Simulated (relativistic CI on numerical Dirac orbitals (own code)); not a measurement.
**Re3+: what numerical and physical settings do to a radial Dirac CI calculation**

Reference input:

```
atom Re  Z=75  charge=3  electrons=72
nucleus A=187  rms_radius_fm=5.3698
hamiltonian dirac-coulomb  breit=on  qed=on  c_scale=1
orbitals kli  potential=per-configuration
slater_scale 1
correlation none
mixing on
grid step=0.0125 r_max=64.9
scf mixing=0.4 start=green max_iterations=150 tolerance=2e-08 node_fill=0.05
configurations
  [Xe] 4f14 5d4
  [Xe] 4f14 5d3 6s
  [Xe] 4f14 5d2 6s2
end
```

Computed lowest total energy -16675.67567 Ha, first excitation 2171.8 cm⁻¹, 39 SCF steps. Runs with settings changed; * marks those that are bad on purpose (the QED terms keep the true α when c is scaled):

```tsv
Changed	Outcome	Lowest level	ΔE (Ha)	First excitation (cm⁻¹)	SCF steps	Message
SCF tolerance 1e-06, Breit term off, SCF mixing 0.2	converged	5d4 5D_0	-18	2295.9	38	
SCF mixing 0.9, speed of light × 2	converged	5d4 5D_0	700	255.0	44	
iteration limit 30, QED terms off, grid step 0.02	converged	5d4 5D_0	-12.3	2160.6	38	
iteration limit 30	converged	5d4 5D_0	0	2171.8	39	
speed of light × 0.4 *	not converged				1	SCF of 1s2 2s2 2p6 3s2 3p6 3d10 4s2 4p6 4d10 4f14 5s2 5p6 5d4 stopped: an orbital could not be found
SCF mixing 2.5 *	converged	5d4 5D_0	2.48e-09	2171.8	74
```

With so few configurations and no correlation, terms lie too far apart (by 10 to 50 % near neutrality), their order can be wrong, and levels of other configurations are missing.
